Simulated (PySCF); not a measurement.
Run record: geometry optimisation, SeMe2, `C[Se]C`.

Computed with PBE0-D3(BJ)/def2-SVP geometry optimisation, gas phase (PySCF 2.14.0). Start geometry: GFN2-xTB. A driver script takes a list of jobs; this job's settings line and coordinates (Å) are shown.

Input:
```
{"job": {"xc": "PBE0", "basis": "def2-SVP", "d3": "d3bj", "grid": 1, "maxiter": 30, "shake": 0.03, "kind": "geom"}, "charge": 0, "multiplicity": 1}
Se     0.061060    -0.077570    -1.289320
C      1.443240    -0.028560    -0.012530
H      1.335310    -0.925180     0.570100
H      1.488740     0.876110     0.612470
H      2.385560    -0.023280    -0.592280
C     -1.472100     0.029810    -0.013190
H     -1.370550     0.914850     0.594100
H     -1.340380    -0.850770     0.609940
H     -2.398150     0.015160    -0.504950
```

Output:
```
step   0  E = -2480.63122614  max force = 0.050702
step   1  E = -2480.63856695  max force = 0.006828
step   2  E = -2480.63897198  max force = 0.001796
step   3  E = -2480.63900144  max force = 0.000226
step   4  E = -2480.63900280  max force = 0.000095
optimisation converged
```

Energies in Eh; «max force» is the largest Cartesian gradient component in Eh/bohr.

Q: How much energy does the optimisation release, in kJ/mol?

A: E(step 0) − E(last step) = 0.007777 Eh, which is 20.4 kJ/mol.

In short: final energy -2480.63900 Eh after 4 steps; dipole 1.45 D.

On one thread of an Intel Xeon Platinum 8259CL at 2.50 GHz, shared host, this took 19 s wall and 0.34 GiB of memory at its peak.
Labels such as C1 count atoms from 1, the log's own numbers from 0.
